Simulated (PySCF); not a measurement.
C3H6N2Si.
SMILES with atom numbers: `[N:1]#[C:2][CH2:3]/[CH:4]=[N:5]\[SiH3:6]` (hydrogens: H7, H8 on C3; H9 on C4; H10, H11, H12 on Si6)

Computed by this run: PBE0-D3(BJ)/def2-SVP geometry optimisation, gas phase in PySCF; density fitting, grid level 1; the optimiser is geomeTRIC in internal coordinates, started from a GFN2-xTB structure with every atom displaced at random (about 0.01 Å).

Step 0: E = -14047.3079 eV
```
atom  x, y, z in Å  |  force x, y, z in eV/Å
N1     -2.4203    2.0151    0.0159   -2.754   5.912  -1.435
C2     -1.9623    1.0295    0.2512    2.228  -5.047   1.325
C3     -1.3512   -0.2335    0.5258    2.315   0.345   0.166
C4     -0.5682   -0.7165   -0.7057   -4.125   0.379   0.506
N5      0.6192   -0.8995   -0.8352    3.258  -0.425  -0.367
Si6     2.0382   -0.7029    0.1270   -0.205  -0.383   0.085
H7     -0.6209   -0.1157    1.3640   -0.511  -0.067  -0.202
H8     -2.0928   -0.9478    0.7980   -0.897  -0.947   0.334
H9     -1.2533   -0.9165   -1.5358   -0.307  -0.101  -0.551
H10     2.8244    0.2391   -0.6396    0.669   0.502  -0.310
H11     1.8768   -0.2170    1.5160   -0.089   0.163   0.363
H12     2.5861   -2.0629    0.1614    0.418  -0.332   0.086
```

Step 1: E = -14047.6617 eV
```
atom  x, y, z in Å  |  force x, y, z in eV/Å
N1     -2.4773    2.0802    0.0270    0.208  -0.592   0.145
C2     -1.9923    1.0522    0.2696   -0.251   0.701  -0.168
C3     -1.3278   -0.2145    0.5255   -0.391  -0.373   0.104
C4     -0.6302   -0.7330   -0.7194    0.890   0.016  -0.074
N5      0.6110   -0.9295   -0.8605   -0.650  -0.044  -0.111
Si6     2.0488   -0.7367    0.1040    0.030   0.109   0.113
H7     -0.6265   -0.0971    1.3623    0.086   0.002   0.042
H8     -2.0973   -0.9616    0.8301    0.220   0.250  -0.048
H9     -1.3099   -0.9279   -1.5712   -0.030  -0.021   0.009
H10     2.9359    0.2304   -0.6067   -0.074  -0.011   0.005
H11     1.8059   -0.2336    1.5009    0.038  -0.018  -0.009
H12     2.7353   -2.0576    0.1813   -0.077  -0.018  -0.006
```

Problem. Estimate the geometry and energy of step 2. (The exact step hangs on the optimiser's Hessian estimate; all steps are aligned on step 1, rigid shifts and turns removed.)

Solution. E = -14047.6754 eV, largest force 0.191 eV/Å
```
atom  x, y, z in Å  |  force x, y, z in eV/Å
N1     -2.5202    2.0617    0.0302    0.021  -0.153   0.042
C2     -2.0069    1.0511    0.2685   -0.004   0.172  -0.050
C3     -1.3183   -0.2064    0.5235   -0.041  -0.066   0.060
C4     -0.6124   -0.7188   -0.7244    0.141  -0.045  -0.061
N5      0.6186   -0.9262   -0.8735   -0.185  -0.021  -0.044
Si6     2.0457   -0.7398    0.1077    0.076   0.039   0.081
H7     -0.6080   -0.0766    1.3546    0.002   0.022  -0.006
H8     -2.0702   -0.9535    0.8388    0.051   0.029  -0.014
H9     -1.2990   -0.9251   -1.5685   -0.036   0.029  -0.013
H10     2.9358    0.2215   -0.6011   -0.015   0.010   0.002
H11     1.8073   -0.2422    1.5061    0.010  -0.003  -0.004
H12     2.7033   -2.0742    0.1809   -0.020  -0.012   0.008
```

The energy changes by -0.0137 eV. The first-order estimate −F·Δx gives -0.0230 eV and the mean of the old and new forces, exact on a quadratic surface, -0.0138 eV. The step makes an angle of 80° with the force vector and moves no atom by more than 0.047 Å.

The cost below is that of the whole optimisation. Time: 88 s wall; peak memory 0.51 GiB. Hardware: an Arm Neoverse N1 with one thread, no GPU, on a shared host.
